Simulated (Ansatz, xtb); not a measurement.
# Ranking isomers of C3H7FN2Si

3 gas-phase structures of C3H7FN2Si, from a drawn sample of its isomers (lower ones may exist). Each was relaxed with GFN2-xTB; where two conformers were screened, the lower at r2SCAN-D4/def2-SVP is listed:

A. `N[Si@@H]1NC/C1=C\F`, a singlet
B. `CC#C[Si](N)(N)F`, a singlet
C. `N#CCCN[SiH2]F`, a singlet

Problem. Make a reasoned guess at their ranking by r2SCAN-D4/def2-SVP single-point energy.

Solution. Calculated order at r2SCAN-D4/def2-SVP: B (0.000), C (0.833), A (2.283) eV.

Energies above the lowest of each column, in eV; the last columns are at B3LYP/def2-SVP geometries:

```csv
structure,GFN2-xTB,HF/STO-3G,r2SCAN-D4/def2-SVP,B3LYP/def2-SVP,CCSD(T)/def2-SVP + ΔMP2/def2-TZVPP
B,0.715,0.350,0.000,0.000,0.000
C,0.000,0.000,0.833,0.662,0.964
A,1.923,1.192,2.283,2.335,2.753
```

CCSD(T)/def2-SVP + ΔMP2/def2-TZVPP puts B lowest; GFN2-xTB picks C, HF/STO-3G picks C. Flexible structures stand in one conformer each, not always the lowest. The ΔMP2 step shifts differences by up to 0.531 eV, which makes them less sure. ΔMP2 is the change of the MP2 energy from the smaller to the larger basis.

Programs: Ansatz 0.2.0, xtb 6.7.1.
